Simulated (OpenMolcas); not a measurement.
Cr4+: the spin-orbit constant, Racah parameters, worked from levels

- Program: OpenMolcas
- Basis: ANO-RCC-VTZP [6s5p3d2f1g]
- Scalar Hamiltonian: DKH2, point nucleus
- Active space: 2 electrons in 5 orbitals (3d)
- State averaging: 2S+1 = 3 even, 10 roots; 2S+1 = 1 even, 15 roots
- Spin-orbit coupling: RASSI with atomic mean-field integrals over the reference wave functions, term energies averaged over their components

Methods: CASSCF; SS-CASPT2, IPEA 0.25 Eh, imaginary shift 0.1 Eh (closed shells correlated: 3s 3p). Measured levels: Sugar and Corliss, J. Phys. Chem. Ref. Data 6, 317 (1977).

**The spin-orbit constant.** For the Hund term ³F of d2, E(J) = (A/2) J(J+1) + constant and ζ = 2S·A = 2A. From J = 2 to J = 4 the energy changes by 7 A.

```tsv
Source	E(4) - E(2)	A	ζ
CASSCF	1153.1	164.7	329
SS-CASPT2	1156.7	165.2	330
measured	1141.7	163.1	326
```

All in cm-1. SS-CASPT2 is off by +1.3 % and CASSCF by +1.0 %. Both methods take the spin-orbit matrix elements from the reference wave functions, so the second can move ζ only through the term energies and any multistate remixing. Second-order mixing with other terms is absorbed into this ζ.

**Racah parameters.** Above ³F, d2 has ³P at 15B, ¹G at 12B + 2C and ¹D at 5B + 2C. The first two fix B and C, and the third tests them; where it misses by thousands of cm-1, two parameters do not describe the configuration (Trees and configuration-interaction terms are left out) and B and C hang on the terms chosen. Term energies are centres of gravity, weighted by 2J + 1.

```json
{"Source": "CASSCF", "³P": "18981", "¹G": "24577", "B": "1265", "C": "4696", "C/B": "3.71", "¹D from B, C": "15717", "¹D found": "15790"}
{"Source": "SS-CASPT2", "³P": "15788", "¹G": "21813", "B": "1053", "C": "4591", "C/B": "4.36", "¹D from B, C": "14447", "¹D found": "12259"}
{"Source": "measured", "³P": "15200", "¹G": "21360", "B": "1013", "C": "4600", "C/B": "4.54", "¹D from B, C": "14265", "¹D found": "12529"}
```

Energies in cm-1. From CASSCF to SS-CASPT2, B changes by -16.8 % and C by -2.2 %. Against the measured terms, SS-CASPT2 has B off by +3.9 % and C by -0.2 %.

CASPT2 does not keep the components of a term degenerate, so their means are used; among the terms shown or strongly mixed into the levels shown the widest spread is 820 cm-1 (3d² ¹G, SS-CASPT2). Without dynamic correlation excited terms often stand tens of per cent too high (terms of higher spin than the ground term too low), and those without a measured partner can miss by more than the paired ones (holds for CASSCF). Measured partners are found by configuration, term and J. A level has none where our copy of the source lacks it or the pairing is in doubt (some pairs that miss far off the trend of their configuration count as doubtful), and it then counts in no deviation. Levels of configurations outside the active space are missing.
